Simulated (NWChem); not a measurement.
The numbers come from NWChem runs, not from measurements. System: H2BCl, charge 0, spin multiplicity 1, at a geometry optimised with PBE0/def2-SVP. The structure started from a generated list of species. Level: real-time TD-B3LYP/6-31G* (spherical d), VWN1-RPA local correlation.

Input file:

```
start mol
memory heap 200 mb stack 900 mb global 1100 mb
geometry "system" units angstroms nocenter noautoz noautosym
  B      0.000000     0.000000     1.183901
  H     -1.060130     0.000000     1.752480
  H      1.060130     0.000000     1.752480
  Cl     0.000000     0.000000    -0.554380
end
set geometry "system"
basis spherical
  * library 6-31g*
end
dft
  xc b3lyp
  semidirect memsize 60000000 filesize 0
  iterations 100
  convergence energy 1e-10 density 1e-9 gradient 1e-8
  tolerances tight
end
task dft energy
rt_tddft
  tmax 200.0
  dt 0.2
  tag "kick"
  print dipole
  field "kick"
    type delta
    polarization x
    max 0.0001
  end
  excite "system" with "kick"
end
task dft rt_tddft
```

NWChem printed:

```
             Northwest Computational Chemistry Package (NWChem) 7.3.0
             --------------------------------------------------------

                                NWChem Input Module
                                -------------------

 Scaling coordinates for geometry "system" by  1.889725989
 (inverse scale =  0.529177249)

                              Geometry "system" -> ""
                              -----------------------

 Output coordinates in angstroms (scale by  1.889725989 to convert to a.u.)

  No.       Tag          Charge          X              Y              Z
 ---- ---------------- ---------- -------------- -------------- --------------
    1 B                    5.0000     0.00000000     0.00000000     1.18390100
    2 H                    1.0000    -1.06013000     0.00000000     1.75248000
    3 H                    1.0000     1.06013000     0.00000000     1.75248000
    4 Cl                  17.0000     0.00000000     0.00000000    -0.55438000

 Effective nuclear repulsion energy (a.u.)      37.6114870690

            Nuclear Dipole moment (a.u.)
            ----------------------------
        X                 Y               Z
 ---------------- ---------------- ----------------
     0.0000000000     0.0000000000     0.0000094486


 Summary of "ao basis" -> "" (spherical)
 ------------------------------------------------------------------------------
       Tag                 Description            Shells   Functions and Types
 ---------------- ------------------------------  ------  ---------------------
 *                           6-31g*                   on all atoms

                                 NWChem DFT Module
                                 -----------------

 Summary of "ao basis" -> "ao basis" (spherical)
 ------------------------------------------------------------------------------
       Tag                 Description            Shells   Functions and Types
 ---------------- ------------------------------  ------  ---------------------
 B                           6-31g*                  6       14   3s2p1d
[...]
        19        0.00        3.95962186E-01
        20        0.00        4.10669879E-01
        21        0.00        4.39476507E-01
        22        0.00        4.74316465E-01
        23        0.00        4.75351014E-01
        24        0.00        6.75117065E-01
        25        0.00        7.73657524E-01
        26        0.00        8.45051904E-01
        27        0.00        8.45654968E-01
        28        0.00        8.56602559E-01
        29        0.00        8.86331864E-01
        30        0.00        1.00136584E+00
        31        0.00        1.08179682E+00
        32        0.00        1.22640274E+00
        33        0.00        1.43435003E+00
        34        0.00        1.61433736E+00
        35        0.00        1.74621001E+00
        36        0.00        1.82304674E+00

  int2e_file: Failed to allocate cache ... halving

kick      0.00000        ### Propagation started ###
kick      0.00000        ### Checks passed ###
kick      0.00000   1.000000000000E-004   0.000000000000E+000   0.000000000000E+000     # Applied E-field [system] (alpha spin)
kick      0.00000   1.000000000000E-004   0.000000000000E+000   0.000000000000E+000     # Applied E-field [system] (beta spin)
kick      0.00000   3.761148706896E+001     # Enuc
kick      0.00000  -7.440907966825E+002     # Ecore
kick      0.00000   2.532887957813E+002     # Ecoul
kick      0.00000  -3.307499501667E+001     # Exc(1)
kick      0.00000   0.000000000000E+000     # Exc(2)
kick      0.00000  -4.862655088489E+002     # Etot
kick      0.00000   1.136868377216E-013     # Eadded
kick      0.00000   1.834339873179E-013   1.082738263144E-014   2.591120849442E-001     # Dipole moment [system]
kick      0.00000        ### Saved restart file ###
kick      0.00000   1.050270981295E-012     # Magnus interpol (matrix 1 of 1)
kick      0.00000                     2     # Magnus total interpolations
kick      0.20000   0.000000000000E+000   0.000000000000E+000   0.000000000000E+000     # Applied E-field [system] (alpha spin)
kick      0.20000   0.000000000000E+000   0.000000000000E+000   0.000000000000E+000     # Applied E-field [system] (beta spin)
kick      0.20000   3.761148706896E+001     # Enuc
kick      0.20000  -7.440907966820E+002     # Ecore
kick      0.20000   2.532887957812E+002     # Ecoul
kick      0.20000  -3.307499501666E+001     # Exc(1)
kick      0.20000   0.000000000000E+000     # Exc(2)
kick      0.20000  -4.862655088484E+002     # Etot
kick      0.20000   4.503135642153E-010     # Eadded
kick      0.20000   1.242204400902E-005   1.048141351193E-014   2.591120849231E-001     # Dipole moment [system]
kick      0.20000   1.102451463453E-012     # Magnus interpol (matrix 1 of 1)
kick      0.20000                     2     # Magnus total interpolations
kick      0.40000   0.000000000000E+000   0.000000000000E+000   0.000000000000E+000     # Applied E-field [system] (alpha spin)
kick      0.40000   0.000000000000E+000   0.000000000000E+000   0.000000000000E+000     # Applied E-field [system] (beta spin)
kick      0.40000   3.761148706896E+001     # Enuc
...
kick     28.00000   0.000000000000E+000   0.000000000000E+000   0.000000000000E+000     # Applied E-field [system] (beta spin)
kick     28.00000   3.761148706896E+001     # Enuc
kick     28.00000  -7.440907967029E+002     # Ecore
kick     28.00000   2.532887957801E+002     # Ecoul
kick     28.00000  -3.307499501754E+001     # Exc(1)
kick     28.00000   0.000000000000E+000     # Exc(2)
kick     28.00000  -4.862655088713E+002     # Etot
kick     28.00000  -2.244485131087E-008     # Eadded
kick     28.00000  -1.186291600579E-005   8.280337188188E-015   2.591120836989E-001     # Dipole moment [system]
kick     28.00000   7.771561172376E-015     # Magnus interpol (matrix 1 of 1)
kick     28.00000                     2     # Magnus total interpolations
kick     28.20000   0.000000000000E+000   0.000000000000E+000   0.000000000000
```
